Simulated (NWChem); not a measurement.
# CH3BO3; SMILES O=CB(O)O

```xyz
8

O      0.1386    -1.8817     0.0000
C     -0.6386    -0.9485     0.0000
B     -0.0271     0.5408     0.0000
O      1.3202     0.6222     0.0000
O     -0.8376     1.6195     0.0000
H     -1.7427    -1.1432     0.0000
H      1.6749    -0.2819     0.0000
H     -0.3481     2.4508     0.0000
```
Atoms are numbered in this order, from 1.

The geometry was optimised at PBE0/def2-SVP.

Task: Give the principal values of the shielding tensors (ppm) of O1, C2, B3, O4, O5 from B3LYP/6-31G* (spherical d), GIAO (NWChem), with their diamagnetic and paramagnetic parts as GIAO splits them.

Result: 
```json
[
 {"atom": "O1", "σ11": "-1268.6", "σ22": "-469.4", "σ33": "415.6", "isotropic": "-440.8", "diamagnetic": "398.0", "paramagnetic": "-838.7"},
 {"atom": "C2", "σ11": "-133.1", "σ22": "-57.5", "σ33": "111.4", "isotropic": "-26.4", "diamagnetic": "251.8", "paramagnetic": "-278.2"},
 {"atom": "B3", "σ11": "66.7", "σ22": "104.9", "σ33": "120.8", "isotropic": "97.5", "diamagnetic": "200.8", "paramagnetic": "-103.3"},
 {"atom": "O4", "σ11": "108.6", "σ22": "247.8", "σ33": "333.0", "isotropic": "229.8", "diamagnetic": "391.4", "paramagnetic": "-161.6"},
 {"atom": "O5", "σ11": "134.9", "σ22": "277.0", "σ33": "308.5", "isotropic": "240.1", "diamagnetic": "389.0", "paramagnetic": "-148.9"}
]
```
